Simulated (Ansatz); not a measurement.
Harmonic frequencies (cm⁻¹) at PBE0-D4/def2-TZVP from Ansatz: 142, 161, 161, 166, 175, 175, 204, 230, 275, 627, 635, 699, 727, 4027, 4030.

Each molecule was computed in one conformer, which needn't be the lowest.

(1) Which molecule is it?
A. `[NH2][Hf]([F])([F])[Cl]`
B. `[SH][Hf]([SH])([SH])[Cl]`
C. `[OH][Hf]([OH])([OH])[I]`
D. `[OH][Hf]([OH])([F])[F]`

Answers

(1) D.
